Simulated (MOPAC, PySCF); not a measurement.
H3In, SMILES `[InH3]`, neutral singlet in the gas phase. 

Cartesian coordinates (Å):
SMILES: [InH3]
```xyz
4

In     0.0000     0.0000     0.0000
H     -1.4588    -0.9085     0.0005
H     -0.0575     1.7176    -0.0166
H      1.5162    -0.8091     0.0162
```
Charge 0, multiplicity 1.

All levels are single points at this geometry (CAM-B3LYP-D3(BJ)/def2-TZVP); Pople sets use spherical d functions. Orbital energies aren't observables, and empty levels follow the basis.

```csv
level,HOMO (eV),LUMO (eV),gap (eV),dipole (D),"vertical IE, Delta-SCF (eV)"
CAM-B3LYP-D3(BJ)/def2-TZVP in PySCF,-9.55,-1.12,8.43,0.00,–
PBE-D3(BJ)/def2-TZVP in PySCF,-7.00,-2.64,4.36,0.00,–
TPSSh-D3(BJ)/def2-TZVP in PySCF,-7.64,-2.17,5.47,0.00,–
B3LYP/6-311+G** (LANL2DZ on In) in PySCF,-8.05,-1.99,6.05,0.00,–
B3LYP/LANL2DZ in PySCF,-8.11,-2.03,6.08,0.00,–
BP86/6-31G* (LANL2DZ on In) in PySCF,-7.29,-2.65,4.63,0.00,–
M06-2X/6-31G* (LANL2DZ on In) in PySCF,-9.35,-1.37,7.98,0.00,–
PBE/6-31G* (LANL2DZ on In) in PySCF,-7.17,-2.61,4.55,0.00,–
HF/6-31G* (LANL2DZ on In) in PySCF,-11.19,0.50,11.69,0.00,–
AM1 in MOPAC,-10.80,-1.99,8.81,0.00,–
PM3 in MOPAC,-12.17,-3.35,8.81,0.00,–
PM6 in MOPAC,-11.43,2.71,14.14,0.00,–
PM7 in MOPAC,-10.81,2.46,13.27,0.00,–
```
